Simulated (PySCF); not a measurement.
# Dipole response of Cu (copper, neutral)

[Ar] 3d10 4s1, 2S determinant. Calculation: PySCF 2.14, in aug-cc-pVQZ-PP with ECP10MDF; scalar relativity through the core potential. Coupled (time-dependent) response in atomic units; α is the mean over directions.

```
method  mean α (bohr³)  C₆ (like pair)  S(−4)
  PBE0           45.53           288.3   1777
 TPSSh           45.63           293.8   1717
```

S(−4) is the Cauchy moment in α(ω) = α(0) + S(−4) ω² + …

Reference α: 46.5 ± 0.5 bohr³ (recommended; Schwerdtfeger and Nagle, table of static dipole polarizabilities (2023 update)). Published C₆: 253.0 (Chu and Dalgarno (2004); Tang, Norbeck and Certain (1976)).

α(iu) at TPSSh:

| u (hartree) | α(iu) (bohr³) |
| --- | --- |
| 0 | 45.63 |
| 0.0500 | 41.77 |
| 0.100 | 33.67 |
| 0.200 | 20.22 |
| 0.300 | 13.19 |
| 0.500 | 7.379 |
| 0.750 | 4.689 |
| 1.00 | 3.394 |
| 1.50 | 2.103 |
| 2.00 | 1.468 |
| 3.00 | 0.8605 |
| 5.00 | 0.4177 |

A single London oscillator, α(iu) = α/(1 + u²/ω²), gives C₆ = (3/4) ω α². Matching the computed C₆ needs ω = 4 × 293.8 / (3 × 45.63²) = 0.188 hartree.

Energies and moments cover only the electrons outside the core potential.
